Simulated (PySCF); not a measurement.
The same groups moved round the core (silole methyl+methyl+methyl+methyl). Isolated molecules, 0 K electronic values unless said otherwise. Strings in code marks are SMILES.

Computed with PBE-D3(BJ)/def2-TZVP // B3LYP-D3(BJ)/def2-SVP in PySCF 2.14.0. All candidates: neutral, multiplicity 1. Excitations are Tamm–Dancoff values on a coarser integration grid. The basis has no diffuse functions, so Rydberg states are missing or too high.

HOMO–LUMO gap: 3.28 eV
S1 excitation (TDA): 4.34 eV
brightest of the four lowest singlets (TDA): 5.24 eV

**Question.** Say which member has these values.
A. `CC1=C[Si@@H](C)C(C)=C1C`
B. `CC1=C[Si](C)(C)C=C1C`
C. `CC1=C(C)C(C)=C(C)[SiH2]1`
D. `CC1=C[Si](C)(C)C(C)=C1`

**Answer.** B, `CC1=C[Si](C)(C)C=C1C`. The others give `CC1=C[Si@@H](C)C(C)=C1C`: 3.19 eV, 4.17 eV, 4.17 eV; `CC1=C(C)C(C)=C(C)[SiH2]1`: 3.12 eV, 4.09 eV, 4.09 eV; `CC1=C[Si](C)(C)C(C)=C1`: 3.26 eV, 4.32 eV, 4.32 eV
